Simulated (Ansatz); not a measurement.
Species: sum formula AlH2F, charge 0, multiplicity 1. 
Coordinates optimised at B3LYP-D3(BJ)/def2-TZVP (Ansatz, a first-principles code):
SMILES: [AlH2][F]
```xyz
4

F      1.0774    -0.1894    -0.0104
Al    -0.5530     0.0972     0.0053
H     -1.4963    -1.1576     0.0018
H     -1.0116     1.5985     0.0224
```

Basis-set convergence of Hartree-Fock and MP2 correlation energies (hartree) with Ansatz. Correlated levels leave the core frozen unless marked. Spin-orbit coupling is left out. Non-relativistic.

| basis | functions | E(HF) | E(corr, MP2) |
|---|---|---|---|
| def2-SVP | 42 | -342.42007 | -0.25623 |
| def2-TZVPP | 101 | -342.63678 | -0.33781 |
| def2-QZVPP | 187 | -342.64951 | -0.36897 |

Extrapolating the two largest sets (X = 3 and 4) as X^-3: E(corr) = (64·(-0.36897) - 27·(-0.33781))/37 = -0.3917 Eh, an estimate of the basis-set limit. The largest set recovers 94.2 % of it, the smallest 65.4 %.
